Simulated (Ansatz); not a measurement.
One change: `CS[Si]Cl` becomes `S[Si]Cl`.

Ansatz, PBE0-D4/def2-TZVP geometries, multiplicity 1. Each molecule was computed in one conformer, which needn't be the lowest.

```
                             property  `CS[Si]Cl`
    LUMO energy (PBE/def2-TZVPP) / eV       -2.97
   HOMO energy (PBE0/def2-TZVPP) / eV       -7.13
LUMO energy (ωB97M-V/def2-TZVPP) / eV       -0.28
   LUMO energy (PBE0/def2-TZVPP) / eV       -2.24
 HOMO–LUMO gap (PBE0/def2-TZVPP) / eV        4.89
    HOMO energy (PBE/def2-TZVPP) / eV       -6.06
```

Question: Give the same properties after the change, and the shifts. (Estimate.)

Answer: Ansatz gave: 
```
                             property  `S[Si]Cl`  shift
    LUMO energy (PBE/def2-TZVPP) / eV      -3.23  -0.26
   HOMO energy (PBE0/def2-TZVPP) / eV      -7.24  -0.11
LUMO energy (ωB97M-V/def2-TZVPP) / eV      -0.50  -0.22
   LUMO energy (PBE0/def2-TZVPP) / eV      -2.49  -0.25
 HOMO–LUMO gap (PBE0/def2-TZVPP) / eV       4.75  -0.14
    HOMO energy (PBE/def2-TZVPP) / eV      -6.16  -0.10
```

With PBE0 the HOMO falls by 0.11 eV and the LUMO falls by 0.25 eV, so the gap narrows by about 0.14 eV. PBE moves the HOMO by -0.10 eV and ωB97M-V by -0.07 eV.
